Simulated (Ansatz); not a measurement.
Geometry optimisation, RKS r2SCAN/def2-SVP (Ansatz 0.2.0).

input.yaml

```yaml
crystal:
  periodic: [false, false, false]
  atoms:
    - { symbol: Si, position_ang: [-0.5878, 1.7851, 0.0528] }
    - { symbol: As, position_ang: [-0.4887, -0.246, 1.0772] }
    - { symbol: C, position_ang: [0.6107, -0.9913, -0.3687] }
    - { symbol: S, position_ang: [0.9154, -2.7685, -0.1041] }
    - { symbol: H, position_ang: [-0.9879, 1.6401, -1.3922] }
    - { symbol: H, position_ang: [0.6588, 2.5349, 0.1363] }
    - { symbol: H, position_ang: [-1.6465, 2.6364, 0.7082] }
    - { symbol: H, position_ang: [-1.7634, -0.7398, 0.4026] }
    - { symbol: H, position_ang: [1.6439, -0.4873, -0.2962] }
    - { symbol: H, position_ang: [0.1683, -0.8184, -1.318] }
    - { symbol: H, position_ang: [1.5426, -2.6023, 1.1228] }
basis:
  gaussian: { orbitals: def2-SVP }
hamiltonian:
  xc: r2scan
relax:
  f_tol: 0.015
  max_steps: 40
output:
  orbitals: {}
```

Run as:

```bash
$ ansatz run input.yaml --threads 2 --pin off --max-ram 3072MiB --backend cpu --events-out ev --progress --plain --runs-dir out
```

Q: Where does it end, and by what steps?

A: It converged. After 8 steps the energy has fallen by 0.268 eV; H11 moved furthest, 0.22 Å.

```tsv
step	energy less start (eV)	largest force component (eV/Å)	accepted
0	0.0000	2.668	yes
1	-0.2066	0.499	yes
2	-0.2621	0.124	yes
3	-0.2655	0.082	yes
4	-0.2670	0.020	yes
5	-0.2659	0.074	no
6	-0.2675	0.017	yes
7	-0.2678	0.015	yes
8	-0.2679	0.009	yes
```

```xyz
11
Properties=species:S:1:pos:R:3
Si -0.681 1.901 0.015
As -0.409 -0.200 1.093
C 0.722 -1.037 -0.331
S 0.888 -2.838 -0.127
H -1.010 1.758 -1.438
H 0.596 2.668 0.140
H -1.771 2.666 0.692
H -1.726 -0.729 0.538
H 1.709 -0.548 -0.328
H 0.277 -0.894 -1.327
H 1.470 -2.804 1.093
```

The run took 41 s on 2 threads of Arm Neoverse V2 (shared host), peak memory 0.19 GiB.
